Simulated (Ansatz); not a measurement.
**Relaxing a trial structure of CClFGe**

The starting geometry of this gas-phase singlet was optimised with GFN2-xTB.

```xyz
4

C     1.3724   -1.2775    1.2521
Cl    2.2566    1.0803   -0.8251
F     0.9425   -2.0055    2.2565
Ge    1.3749    0.5174    1.0085
```

Q: Where would you expect an optimisation with PBE0-D3(BJ)/def2-SVP to take it?

A: It keeps its bonds.

The energy falls by 0.16 eV over 8 steps:

| step | E − E(last) (eV) |
| --- | --- |
| 1 | 0.159 |
| 2 | 0.064 |
| 3 | 0.032 |
| 4 | 0.011 |
| 5 | 0.002 |
| 6 | 0.000 |
| 7 | 0.000 |
| 8 | 0.000 |

Final geometry (Å):

```yaml
atoms:
  - { symbol: C, position_ang: [1.3188, -1.1513, 1.3638] }
  - { symbol: Cl, position_ang: [2.2819, 0.9470, -0.8634] }
  - { symbol: F, position_ang: [1.0151, -2.1278, 2.1121] }
  - { symbol: Ge, position_ang: [1.3307, 0.6467, 1.0795] }
```

The end wasn't checked by frequencies. Run with Ansatz 0.2.0, 53 s on 1 thread of Intel(R) Xeon(R) Processor @ 2.50GHz (Skylake/Cascade Lake) (shared host).
